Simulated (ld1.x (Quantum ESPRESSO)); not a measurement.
**What one change does to a pseudopotential (strontium (Sr), TM)**

strontium, norm-conserving Troullier–Martins (Kleinman–Bylander form), made with ld1.x (Quantum ESPRESSO) 7.5 (LDA (PZ), fully relativistic). Core [Ar] 3d10 4s2, reference 4p6 4d0 5s0 5p0 (charge +2). Waves: 5s (bound, empty): rc 2.70 bohr; 4p (bound): rc 1.95 bohr; 4d (bound, empty): rc 2.20 bohr; 4f channel at 0.35 Ry: rc 3.00 bohr. Local part: all-electron potential smoothed inside 1.75 bohr (lloc = -1). Core correction: a·sin(br)/r model core, default radius (core density twice the valence density).

Open shells are filled in proportion to 2j + 1 (rel_dist='average').

Change: wave 5s (bound): rc 2.70 bohr becomes 5s (bound): rc 2.52 bohr.

Cutoffs: the cutoffs (Ry, on a coarse ladder) from which the occupation-weighted sum of valence levels, in a spherical-Bessel basis at the reference potential, stays within 10 and 1 mRy of its value at 400 Ry; they do not see the model core or the augmentation charge, which bear on the density cutoff. Errors are all-electron minus pseudo energies relative to the spin-unpolarised reference configuration.

Problem. How do hardness, ghosts and transferability respond?

Solution. The potential gets neither clearly harder nor softer (30 Ry and 35 Ry → 30 Ry and 35 Ry); both files keep a bound ghost (s); of the 7 tests that both files solve, the error grows in 0 and shrinks in 5 by more than 15 % and 0.3 meV (median size 17.9 → 10.1 meV). Less of the atom is replaced, so other configurations are described better.

```tsv
quantity	base	changed
cutoff, loose	30 Ry	30 Ry
cutoff, tight	35 Ry	35 Ry
bound ghosts	s	s
error for 4p6 4d0 5s2 5p0, meV [ΔE -17.24 eV]	+31	+17
error for 4p6 4d0 5s1 5p0, meV [ΔE -11.18 eV]	+8.4	+4.3
error for 4p6 4d0 5s1.5 5p0, meV [ΔE -14.83 eV]	+19	+10
error for 4p6 4d1 5s0 5p0, meV [ΔE -9.38 eV]	-10	-10
error for 4p5 4d0 5s2 5p0, meV [ΔE 11.15 eV]	-226	-143
error for 4p6 4d1 5s1 5p0, meV [ΔE -14.90 eV]	+18	+7.5
error for 4p6 4d0 5s0 5p1, meV [ΔE -8.14 eV]	+15	+15
s: phases at 3.26 bohr within 0.05 rad from the reference energy up to (Ry; the scan ends near 5)	0.1	0.4
p1/2: phases at 3.26 bohr within 0.05 rad from the reference energy up to (Ry; the scan ends near 5)	3.1	3.1
p3/2: phases at 3.26 bohr within 0.05 rad from the reference energy up to (Ry; the scan ends near 5)	3.1	3.1
d3/2: phases at 3.26 bohr within 0.05 rad from the reference energy up to (Ry; the scan ends near 5)	to the end of the scan	to the end of the scan
d5/2: phases at 3.26 bohr within 0.05 rad from the reference energy up to (Ry; the scan ends near 5)	to the end of the scan	to the end of the scan
f5/2: phases at 3.26 bohr within 0.05 rad from the reference energy up to (Ry; the scan ends near 5)	2.4	2.4
f7/2: phases at 3.26 bohr within 0.05 rad from the reference energy up to (Ry; the scan ends near 5)	2.4	2.4
```

 A true bound ghost makes a file unfit for plane-wave use even where its test errors are small: the radial tests pick states by their node count and pass the ghost by.
